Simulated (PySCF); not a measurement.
# Orbital energies and ionisation energy

Compound: dimethylphenyl phosphine oxide, C8H11OP.
Z-matrix (Å and degrees, PBE0-D3(BJ)/def2-SVP geometry), rows numbered from 1:
```
C 
P   1  1.8164
C   2  1.8173  1  105.14
O   2  1.4986  1  114.11  3   125.69
C   2  1.8206  1  105.53  3  -111.03
C   5  1.3982  2  116.26  1  -126.30
C   6  1.3939  5  120.01  2  -179.85
C   7  1.3938  6  120.02  5    -0.11
C   8  1.3959  7  120.14  6     0.00
C   9  1.3927  8  119.96  7     0.04
H   1  1.0994  2  108.06  3   176.02
H   1  1.0999  2  108.57  3   -66.32
H   1  1.1003  2  112.44  3    55.08
H   3  1.1001  2  108.79  1    64.27
H   3  1.0996  2  112.38  1   -57.36
H   3  1.0993  2  107.91  1  -178.04
H   6  1.0936  5  118.20  2     0.22
H   7  1.0927  6  119.89  5   179.93
H   8  1.0930  7  120.01  6  -179.96
H   9  1.0927  8  120.07  7  -179.95
H  10  1.0943  5  120.56  2    -0.03
```

Level: B3LYP/def2-SVPD (PySCF). Frontier orbitals with their largest atomic shares (Löwdin; up to four atoms above 4 %):

| orbital | ε (eV) | main atoms |
| --- | --- | --- |
| HOMO−3 | -7.48 | C7 20 %, C10 19 %, O4 15 %, C8 12 % |
| HOMO−2 | -7.42 | C9 21 %, C6 21 %, C5 17 %, C8 16 % |
| HOMO−1 | -7.35 | O4 65 %, P2 13 %, C5 8 % |
| HOMO | -7.26 | ? |
| LUMO | -1.09 | C5 20 %, C8 20 %, C10 15 %, C7 13 % |
| LUMO+1 | -0.76 | C9 22 %, C6 21 %, C7 15 %, C10 15 % |
| LUMO+2 | 0.08 | C1 12 %, C3 12 %, H21 11 %, H13 10 % |

Problem. What vertical ionisation energy does ΔSCF give, and how far is −ε(HOMO) from it?

Solution. ΔSCF: 9.07 eV (875 kJ/mol; threshold wavelength 137 nm); ⟨S²⟩ of the doublet left behind is 0.758, against 0.75 for a pure doublet. −ε(HOMO) is 7.26 eV, 1.81 eV below it. In exact Kohn–Sham theory the two would be equal; B3LYP (global hybrid, 20 % exact exchange) falls short of its own ΔSCF value by 20 %. Holes in the HOMO−1 and HOMO−2 were tried too where these lie within 1.2 eV of the HOMO; the lowest converged state counts.

Problem. On which atoms does the HOMO lie?

Solution. O4 (phosphoryl oxygen) 53 %, P2 (phosphoryl phosphorus) 10 %, C3 (sp3 carbon bound to phosphorus) 6 %, C1 (sp3 carbon bound to phosphorus) 6 %. The HOMO−1 lies 0.09 eV lower.

Problem. What total energies stand behind the ΔSCF value?

Solution. E(N) = -727.74243 Eh and E(N − 1) = -727.40922 Eh at the same geometry, 0.33321 Eh apart.

Problem. Shift the occupied levels rigidly so that −ε(HOMO) equals the ΔSCF value. What binding energies result?

Solution. The shift is +1.81 eV: HOMO 9.07, HOMO−1 9.16, HOMO−2 9.23, HOMO−3 9.29 eV. A rigid shift is only a rough guide to the deeper ionisations.

Problem. What kinetic energy would electrons from this vertical process carry with 118.2 nm light (10.49 eV)?

Solution. 10.49 − 9.07 = 1.42 eV.

The structure is a single PBE0-D3(BJ)/def2-SVP conformer in the gas phase; no vibrational or solvent corrections.

These values come from a run that also computed excited states and ΔSCF ions. The run took 11 min of wall time on Arm Neoverse V2, one thread, shared host with 96 logical CPUs at a one-minute load of 45, and the process peaked at 1.5 GiB of memory.
